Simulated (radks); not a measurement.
These are the eigenvalues of the occupied orbitals of an atom or ion with whole-number occupations (hartree). All-electron calculation, scalar-relativistic Kohn-Sham, PBE, spin-polarised, spherical densities, finite nucleus; Fermi nuclear charge, rms radius of each element as measured or else 0.836 A^(1/3) + 0.57 fm. Program: a radial shooting solver on a logarithmic mesh with Libxc functionals.

| orbital | eigenvalue |
|---|---|
| 1s up | -1781.203 |
| 1s down | -1781.193 |
| 2s up | -295.7700 |
| 2s down | -295.7636 |
| 2p up | -263.9666 |
| 2p down | -263.9571 |
| 3s up | -68.19229 |
| 3s down | -68.10882 |
| 3p up | -58.29206 |
| 3p down | -58.20779 |
| 3d up | -45.04088 |
| 3d down | -44.97443 |
| 4s up | -16.69817 |
| 4s down | -16.50283 |
| 4p up | -13.42563 |
| 4p down | -13.23073 |
| 4d up | -8.85974 |
| 4d down | -8.66130 |
| 5s up | -5.07692 |
| 5s down | -4.84277 |
| 5p up | -4.14923 |
| 4f up | -3.87947 |

Which element is it, and in what charge state? The configuration may be excited. Open shells, if any, are filled with parallel spins first.

Answer. Z = 63, europium, charge +7: Eu7+ in [Kr] 4d10 4f5 5s2 5p3. The list shows which subshells hold electrons but not how many an open one holds; the 1s level, -1781.2 hartree, gives Z - s = 59.7 by -(Z - s)^2/2, which with screening and relativity narrows Z to a few neighbours, and the depths of the outer levels then fix element, charge and occupations together.
